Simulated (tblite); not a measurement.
C₆H₁₁O (SMILES [CH]=C(O)C(C)(C)C), doublet, at a GFN2-xTB geometry; GFN1-xTB (tblite).

The tblite input:
```
$ tblite run mol.xyz --method gfn1 --charge 0 --spin 1 --grad --json tblite.json --no-restart

# file mol.xyz
18

C      2.03660239    -0.39385090    -0.15904060
C      0.93407914     0.05402729     0.35414174
O      0.86205798     0.72367233     1.55315465
C     -0.47076416    -0.08062171    -0.27565624
C     -1.01675095     1.33215004    -0.48504091
C     -1.34522641    -0.85072383     0.71435691
C     -0.41276935    -0.82173729    -1.60858508
H      2.36315908    -0.91695682    -1.02164713
H      1.74948268     0.79270706     1.92183243
H     -1.04656027     1.86886358     0.45927667
H     -0.38737928     1.88387947    -1.18033435
H     -2.02461895     1.28363159    -0.89292164
H     -1.37807242    -0.33419060     1.66976274
H     -2.35853223    -0.93537918     0.32633190
H     -0.94953853    -1.85193311     0.87233829
H      0.21500217    -0.28969942    -2.31930695
H     -0.01607886    -1.82534155    -1.47553587
H     -1.41435117    -0.90042129    -2.02608818
```

**Question.** What does tblite print? Leave out banner, timings and long lists.

**Answer.** 
```
xTB calculator
 | screened Coulomb repulsion
 | Coulomb electrostatics
 |  * isotropic Klopman-Ohno-Mataga-Nishimoto electrostatics
 |  * onsite third-order electrostatics
 | DFT-D3(BJ) dispersion correction

halogen bonding energy    0.0000000000000E+00 Eh
repulsion energy          3.0936256522825E-01 Eh
dispersion energy        -7.5793356625224E-03 Eh
number of electrons       4.1000000000000E+01 e
integral cutoff           1.9731147476801E+01 bohr

------------------------------------------------------------
  cycle        total energy    energy error   density error
------------------------------------------------------------
      1     -23.13734719200  -2.3439130E+01   6.0543578E-01
      2     -23.20930091660  -7.1953725E-02   3.4894351E-01
      3     -23.20699628465   2.3046320E-03   7.3798585E-02
      4     -23.21380672737  -6.8104427E-03   1.9123290E-02
      5     -23.21444794870  -6.4122133E-04   2.6055357E-03
      6     -23.21446647626  -1.8527566E-05   8.7002107E-04
      7     -23.21446842811  -1.9518452E-06   1.8053130E-04
      8     -23.21446852580  -9.7690680E-08   5.1749865E-05
      9     -23.21446853195  -6.1537229E-09   1.8159279E-05
------------------------------------------------------------

electronic energy        -2.3516251761518E+01 Eh
total energy             -2.3214468531952E+01 Eh

Post processing:
 | Mayer-Wiberg bond orders

[Info] Tight-binding results written to 'tblite.txt'
[Info] JSON dump of results written to 'tblite.json'
```
